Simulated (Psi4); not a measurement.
Psi4 input (wB97X-D/6-311+G**):

```
memory 1500 MB

molecule {
1 1
C     1.24889928    0.11989250    0.43704499
C     0.09848013    0.00945395    0.03446254
C    -1.16217014   -0.11156663   -0.40669463
H     2.25840526    0.21680359    0.79031569
H    -1.65635077    0.71686991   -0.91200534
H    -1.71331014   -1.04035242   -0.26718776
symmetry c1
no_reorient
no_com
}

set {
  basis 6-311+G**
  reference rks
  scf_type pk
  dft_radial_points 99
  dft_spherical_points 590
  e_convergence 1e-8
  d_convergence 1e-7
  maxiter 150
}

e = energy('wb97x-d')
print_out(f'\nFINAL {e:.10f} DIPOLE {variable("CURRENT DIPOLE")[0]:.6f} {variable("CURRENT DIPOLE")[1]:.6f} {variable("CURRENT DIPOLE")[2]:.6f}\n')
```

From the last part of the output:

```
      62A      1.815544    63A      1.973748    64A      2.182344
      65A      2.300446    66A      2.318056    67A      2.338086
      68A      2.443853    69A      2.489439    70A      2.524906
      71A      2.527929    72A      2.592903    73A      2.717216
      74A      2.793821    75A      2.819011    76A      2.885665
      77A      3.007004    78A      3.148922    79A      3.349335
      80A      3.531827    81A      3.862482    82A     23.337952
      83A     23.816824    84A     24.977699

    Final Occupation by Irrep:
              A
    DOCC [    10 ]
    NA   [    10 ]
    NB   [    10 ]

  @RKS Final Energy:  -115.66675804928001

   => Energetics <=

    Nuclear Repulsion Energy =             53.7203968296637626
    One-Electron Energy =                -254.8571728148589841
    Two-Electron Energy =                  97.1235975774624336
    DFT Exchange-Correlation Energy =     -11.6528399782014827
    Empirical Dispersion Energy =          -0.0007396633457474
    VV10 Nonlocal Energy =                  0.0000000000000000
    Total Energy =                       -115.6667580492800056

Computation Completed

Properties will be evaluated at   0.000000,   0.000000,   0.000000 [a0]

Properties computed using the SCF density matrix

 Multipole Moments:

 ------------------------------------------------------------------------------------
     Multipole            Electronic (a.u.)      Nuclear  (a.u.)        Total (a.u.)
 ------------------------------------------------------------------------------------

 L = 1.  Multiply by 2.5417464519 to convert [e a0] to [Debye]
 Dipole X            :         -0.1781151           -0.0000001           -0.1781151
 Dipole Y            :         -0.0170988            0.0000000           -0.0170988
 Dipole Z            :         -0.0623303           -0.0000000           -0.0623303
 Magnitude           :                                                    0.1894794

 ------------------------------------------------------------------------------------

FINAL -115.6667580493 DIPOLE -0.178115 -0.017099 -0.062330

*** Psi4 exiting successfully. Buy a developer a beer!
```

The dipole moment of an ion depends on the origin.
